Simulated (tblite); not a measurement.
Compound: C₇H₁₃B.
Numbering: `[CH2:1]=[C:2]([CH3:3])[C@@H:4]1[BH:5][CH2:6][CH2:7][CH2:8]1` (hydrogens: H9, H10 on C1; H11, H12, H13 on C3; H14 on C4; H15 on B5; H16, H17 on C6; H18, H19 on C7; H20, H21 on C8)

Computed with GFN2-xTB (tblite), gas phase: L-BFGS steps from a force-field or distance-geometry start until the largest atomic force falls under 0.01 eV/Å.

Step 32: E = -620.8110 eV
```
atom  x, y, z in Å  |  force x, y, z in eV/Å
C1     -2.5205    1.0416    0.4903   -0.018   0.019   0.000
C2     -1.4712    0.2362    0.4289   -0.038  -0.022   0.030
C3     -1.4810   -1.1015    1.1205   -0.008  -0.020   0.000
C4     -0.2228    0.5760   -0.3324   -0.038  -0.016   0.025
B5      0.2022   -0.4568   -1.4553    0.016  -0.009  -0.020
C6      1.7343   -0.7409   -1.2586    0.013  -0.023  -0.010
C7      2.2243    0.3471   -0.2886    0.021  -0.006  -0.028
C8      1.0160    0.6882    0.5845    0.018  -0.003   0.002
H9     -3.4111    0.7704    1.0338    0.010   0.002  -0.009
H10    -2.5385    2.0003    0.0010    0.002   0.012  -0.006
H11    -2.3118   -1.7055    0.7579   -0.005   0.014   0.021
H12    -0.5590   -1.6450    0.9316   -0.025  -0.023  -0.003
H13    -1.6016   -0.9808    2.1973   -0.008  -0.003  -0.031
H14    -0.3834    1.5455   -0.8201    0.025   0.008  -0.014
H15    -0.5047   -0.9176   -2.2607    0.005  -0.016   0.002
H16     1.8325   -1.7199   -0.7768   -0.017  -0.011   0.012
H17     2.3477   -0.8012   -2.1578    0.009   0.037  -0.006
H18     2.5307    1.2270   -0.8566   -0.006   0.017  -0.022
H19     3.0752    0.0203    0.3105    0.018   0.023  -0.008
H20     1.0978    1.6776    1.0342    0.019  -0.008   0.031
H21     0.9359   -0.0441    1.3885    0.007   0.029   0.033
```

Step 33: E = -620.8115 eV
```
atom  x, y, z in Å  |  force x, y, z in eV/Å
C1     -2.5218    1.0433    0.4902   -0.004   0.010  -0.006
C2     -1.4719    0.2380    0.4293   -0.035  -0.030   0.028
C3     -1.4817   -1.1014    1.1192   -0.007  -0.009  -0.004
C4     -0.2218    0.5767   -0.3312   -0.056  -0.019   0.020
B5      0.2018   -0.4585   -1.4536    0.019   0.000   0.002
C6      1.7342   -0.7421   -1.2578    0.024  -0.008  -0.004
C7      2.2245    0.3469   -0.2896    0.009   0.010  -0.021
C8      1.0180    0.6872    0.5853   -0.016  -0.003   0.003
H9     -3.4138    0.7713    1.0321    0.026   0.006  -0.016
H10    -2.5391    2.0022    0.0005    0.001   0.003   0.003
H11    -2.3132   -1.7055    0.7580   -0.005   0.022   0.016
H12    -0.5601   -1.6449    0.9271   -0.032  -0.018   0.006
H13    -1.6011   -0.9820    2.1964    0.000  -0.003  -0.034
H14    -0.3807    1.5466   -0.8196    0.026  -0.002  -0.007
H15    -0.5059   -0.9225   -2.2560    0.000  -0.016  -0.005
H16     1.8359   -1.7204   -0.7761   -0.020  -0.020   0.009
H17     2.3475   -0.7984   -2.1569    0.009   0.021  -0.020
H18     2.5256    1.2271   -0.8590    0.007   0.027  -0.030
H19     3.0777    0.0242    0.3083    0.022   0.014  -0.009
H20     1.0994    1.6751    1.0376    0.025   0.004   0.026
H21     0.9377   -0.0458    1.3880    0.007   0.012   0.043
```

Problem. Estimate the geometry and energy of step 34. (The exact step hangs on the optimiser's Hessian estimate; all steps are aligned on step 33, rigid shifts and turns removed.)

Solution. E = -620.8120 eV, largest force 0.050 eV/Å
```
atom  x, y, z in Å  |  force x, y, z in eV/Å
C1     -2.5232    1.0452    0.4901    0.011  -0.004  -0.012
C2     -1.4733    0.2394    0.4301   -0.019  -0.025   0.010
C3     -1.4827   -1.1015    1.1178   -0.009   0.002  -0.008
C4     -0.2216    0.5772   -0.3296   -0.045  -0.018   0.011
B5      0.2016   -0.4603   -1.4519    0.011   0.004   0.020
C6      1.7345   -0.7435   -1.2571    0.029   0.011   0.002
C7      2.2250    0.3468   -0.2908   -0.007   0.028  -0.006
C8      1.0198    0.6859    0.5862   -0.040  -0.003   0.007
H9     -3.4162    0.7725    1.0300    0.028   0.009  -0.016
H10    -2.5398    2.0042    0.0001    0.002  -0.004   0.010
H11    -2.3148   -1.7052    0.7584   -0.014   0.021   0.006
H12    -0.5618   -1.6451    0.9225   -0.033  -0.014   0.011
H13    -1.6007   -0.9833    2.1949    0.006  -0.004  -0.021
H14    -0.3774    1.5477   -0.8191    0.021  -0.020   0.004
H15    -0.5073   -0.9280   -2.2513    0.003  -0.011  -0.003
H16     1.8390   -1.7214   -0.7753   -0.019  -0.021   0.002
H17     2.3476   -0.7952   -2.1564    0.006   0.001  -0.030
H18     2.5204    1.2277   -0.8621    0.016   0.028  -0.031
H19     3.0807    0.0287    0.3057    0.019   0.009  -0.014
H20     1.1016    1.6725    1.0415    0.025   0.011   0.016
H21     0.9397   -0.0473    1.3884    0.007  -0.002   0.043
```

The energy changes by -0.0005 eV. The first-order estimate −F·Δx gives -0.0007 eV and the mean of the old and new forces, exact on a quadratic surface, -0.0005 eV. The step makes an angle of 72° with the force vector and moves no atom by more than 0.007 Å.

The cost below is that of the whole relaxation. The run took 1.5 s on an Arm Neoverse N1 with one thread (shared host).
